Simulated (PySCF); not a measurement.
Job file and geometry (Å, from GFN2-xTB) of an NMR shielding run on SMILES CCCCCCC#C[SiH3], C$_{8}$H$_{16}$Si, GIAO PBE0/pcSseg-1 NMR shielding, non-relativistic, gas phase in PySCF 2.14.0, density-fitted response routines; density fitting, a coarse starting grid and PySCF grid level 2 are the driver's defaults:

```
$ OMP_NUM_THREADS=1 python probes_run.py task.json out

{"job": {"kind": "nmr", "xc": "PBE0", "basis": "pcSseg-1"}, "charge": 0, "multiplicity": 1}
C     -3.711578     1.617056     0.442989
C     -2.420200     1.243341    -0.274488
C     -1.776594    -0.004407     0.324958
C     -0.502750    -0.404232    -0.414813
C      0.100046    -1.691093     0.141626
C      1.375146    -2.098461    -0.606705
C      2.438310    -1.132880    -0.413059
C      3.309765    -0.319910    -0.231612
Si     4.643359     0.925483     0.021226
H     -3.518739     1.825735     1.493090
H     -4.157673     2.501362    -0.006423
H     -4.430266     0.802125     0.383724
H     -1.715842     2.075952    -0.214520
H     -2.632966     1.066487    -1.331540
H     -2.491950    -0.830071     0.284773
H     -1.543839     0.179171     1.376549
H      0.234431     0.398344    -0.338445
H     -0.733361    -0.541855    -1.474650
H     -0.630009    -2.500036     0.058842
H      0.333822    -1.555762     1.200131
H      1.717458    -3.074701    -0.248802
H      1.163419    -2.184079    -1.677376
H      4.554879     1.923936    -1.048888
H      4.445322     1.560913     1.327700
H      5.938874     0.241728    -0.025315
```

Problem. Write the output of this run.

Solution. 
```
coarse grid: 20232 points
cycle   1  E = -603.2303931870  dE =  7.042e-01  |g| = 5.102e-01  |ddm| = 4.463e+00
cycle   2  E = -603.2212152047  dE =  9.178e-03  |g| = 5.475e-01  |ddm| = 1.170e+00
cycle   3  E = -603.3000992544  dE = -7.888e-02  |g| = 9.592e-02  |ddm| = 6.204e-01
cycle   4  E = -603.3013803764  dE = -1.281e-03  |g| = 6.436e-02  |ddm| = 1.127e-01
cycle   5  E = -603.3024180038  dE = -1.038e-03  |g| = 8.158e-03  |ddm| = 5.192e-02
cycle   6  E = -603.3024318860  dE = -1.388e-05  |g| = 2.636e-03  |ddm| = 9.678e-03
cycle   7  E = -603.3024335950  dE = -1.709e-06  |g| = 3.411e-04  |ddm| = 2.814e-03
final grid: 187544 points
cycle   8  E = -603.3592797124  dE = -5.724e-05  |g| = 9.472e-03  |ddm| = 5.210e-02
cycle   9  E = -603.3592739509  dE =  5.762e-06  |g| = 1.058e-02  |ddm| = 1.953e-02
cycle  10  E = -603.3593031097  dE = -2.916e-05  |g| = 1.552e-03  |ddm| = 1.028e-02
cycle  11  E = -603.3593036744  dE = -5.647e-07  |g| = 4.262e-04  |ddm| = 1.376e-03
cycle  12  E = -603.3593037168  dE = -4.246e-08  |g| = 9.902e-05  |ddm| = 3.997e-04
cycle  13  E = -603.3593037193  dE = -2.451e-09  |g| = 2.445e-05  |ddm| = 1.363e-04
cycle  14  E = -603.3593037194  dE = -1.446e-10  |g| = 3.677e-06  |ddm| = 2.771e-05
converged SCF energy = -603.3593037194

GIAO shielding tensors (ppm)
atom      isotropic    diamagn.    paramagn.     s11        s22        s33       span
  0 C      169.511     243.889     -74.378    157.838    162.896    187.798     29.961
  1 C      158.221     247.330     -89.110    145.868    156.416    172.378     26.510
  2 C      148.890     251.686    -102.797    128.959    144.855    172.855     43.896
  3 C      152.132     252.370    -100.238    130.662    153.204    172.529     41.867
  4 C      153.105     251.134     -98.029    141.450    150.910    166.955     25.505
  5 C      163.176     251.719     -88.543    151.644    163.775    174.110     22.466
  6 C       66.479     271.071    -204.591    -38.139    -29.455    267.033    305.171
  7 C      107.592     259.228    -151.636     27.753     32.460    262.564    234.812
  8 Si     449.294     882.715    -433.422    441.665    442.319    463.897     22.232
  9 H       30.733      28.585       2.148     26.523     29.097     36.579     10.056
 10 H       30.430      26.087       4.342     25.699     27.632     37.958     12.259
 11 H       30.774      27.732       3.042     26.558     29.069     36.695     10.137
 12 H       30.281      33.401      -3.119     25.192     30.826     34.826      9.634
 13 H       30.402      32.415      -2.012     25.361     30.850     34.996      9.635
 14 H       30.569      34.783      -4.214     25.757     31.745     34.204      8.447
 15 H       30.471      35.540      -5.069     25.985     31.552     33.877      7.893
 16 H       29.661      37.113      -7.453     23.915     30.457     34.610     10.695
 17 H       30.716      36.131      -5.415     25.988     31.794     34.365      8.377
 18 H       30.295      33.677      -3.382     25.100     30.241     35.544     10.443
 19 H       30.226      34.316      -4.090     26.014     30.338     34.324      8.310
 20 H       29.048      27.314       1.734     23.285     28.094     35.765     12.479
 21 H       29.473      30.518      -1.044     25.165     28.418     34.836      9.671
 22 H       27.465      29.949      -2.484     23.903     26.100     32.392      8.489
 23 H       27.494      30.375      -2.881     23.861     26.265     32.357      8.496
 24 H       27.498      27.474       0.024     23.854     25.715     32.925      9.071
```

Problem. Turn these shieldings into chemical shifts. Shifts are taken against calculated references (same method and geometry level): ¹³C (186.93 ppm), ²⁹Si (349.16 ppm), ¹H (31.72 ppm) against TMS.

Solution. Averaging equivalent atoms: C 6: 120.4; C 7: 79.3; C 2: 38.0; C 3: 34.8; C 4: 33.8; C 1: 28.7; C 5: 23.7; C 0: 17.4; Si 8: -100.1; H 22/23/24: 4.23; H 20/21: 2.46; H 16/17: 1.53; H 18/19: 1.46; H 12/13: 1.38; H 14/15: 1.20; H 9/10/11: 1.07 ppm. 

Size and cost of the density-fitted run: 240 basis functions, 68 s wall time on 1 thread of an Arm Neoverse V1, shared host; peak memory 1.1 GiB.
